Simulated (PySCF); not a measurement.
**`C1[C@@H](C=C)[C@@H]1[GeH2][PH2]`, C5H11GeP**

Molfile (atoms numbered from 1):
```
C5H11GeP
     RDKit          3D

 18 18  0  0  0  0  0  0  0  0999 V2000
   -1.9729    0.0853   -2.2461 C   0  0  0  0  0  0  0  0  0  0  0  0
   -1.8407   -0.0868   -0.9411 C   0  0  0  0  0  0  0  0  0  0  0  0
   -0.6344   -0.6181   -0.2957 C   0  0  2  0  0  0  0  0  0  0  0  0
   -0.7519   -1.4291    0.9607 C   0  0  0  0  0  0  0  0  0  0  0  0
   -0.1870   -0.0466    1.0314 C   0  0  1  0  0  0  0  0  0  0  0  0
    1.7280    0.2375    1.3366 Ge  0  0  0  0  0  4  0  0  0  0  0  0
    2.3851    2.3214    0.6094 P   0  0  0  0  0  0  0  0  0  0  0  0
   -1.1816   -0.1672   -2.9330 H   0  0  0  0  0  0  0  0  0  0  0  0
   -2.8738    0.4823   -2.6804 H   0  0  0  0  0  0  0  0  0  0  0  0
   -2.6496    0.1770   -0.2711 H   0  0  0  0  0  0  0  0  0  0  0  0
    0.1485   -0.9126   -0.9884 H   0  0  0  0  0  0  0  0  0  0  0  0
   -1.7393   -1.6003    1.3650 H   0  0  0  0  0  0  0  0  0  0  0  0
   -0.0810   -2.2679    1.0794 H   0  0  0  0  0  0  0  0  0  0  0  0
   -0.8411    0.7107    1.4496 H   0  0  0  0  0  0  0  0  0  0  0  0
    2.0294    0.0956    2.8128 H   0  0  0  0  0  0  0  0  0  0  0  0
    2.4565   -0.9263    0.6888 H   0  0  0  0  0  0  0  0  0  0  0  0
    3.7335    1.9902    0.6361 H   0  0  0  0  0  0  0  0  0  0  0  0
    2.2635    1.9612   -0.7256 H   0  0  0  0  0  0  0  0  0  0  0  0
  1  2  2  0
  2  3  1  0
  3  4  1  0
  4  5  1  0
  5  6  1  0
  6  7  1  0
  5  3  1  0
  1  8  1  0
  1  9  1  0
  2 10  1  0
  3 11  1  6
  4 12  1  0
  4 13  1  0
  5 14  1  1
  6 15  1  0
  6 16  1  0
  7 17  1  0
  7 18  1  0
M  END
```

Computed with TDDFT CAM-B3LYP/def2-SVPD circular dichroism and optical rotation, one conformer, gas phase (PySCF 2.14.0). Geometry: GFN2-xTB.

The molecule is flexible and this is one conformer; a measurement averages over conformers. The calculation is non-relativistic, which matters for the atoms heavier than Zn.

Q: Draw the ECD and absorption spectra from the lowest 16 states, each a Gaussian of half-width 0.3 eV at 1/e height.

A: 
| E (eV) | λ (nm) | Δε (L mol⁻¹ cm⁻¹) | ε (L mol⁻¹ cm⁻¹) |
| --- | --- | --- | --- |
| 6.26 | 198 | +6.37 | 1190 |
| 6.41 | 194 | +29.05 | 5870 |
| 6.56 | 189 | +76.33 | 18400 |
| 6.71 | 185 | +106.98 | 37000 |
| 6.86 | 181 | +57.71 | 48700 |
| 7.01 | 177 | -32.92 | 42300 |
| 7.16 | 173 | -66.16 | 24500 |
| 7.31 | 170 | -42.16 | 10400 |
| 7.46 | 166 | -20.43 | 5360 |
| 7.61 | 163 | -21.15 | 6100 |
| 7.76 | 160 | -35.32 | 8180 |
| 7.91 | 157 | -51.39 | 9150 |

Δε uses R in velocity form, ε uses f in length form. Only the states computed contribute, so the short-wavelength end is incomplete.
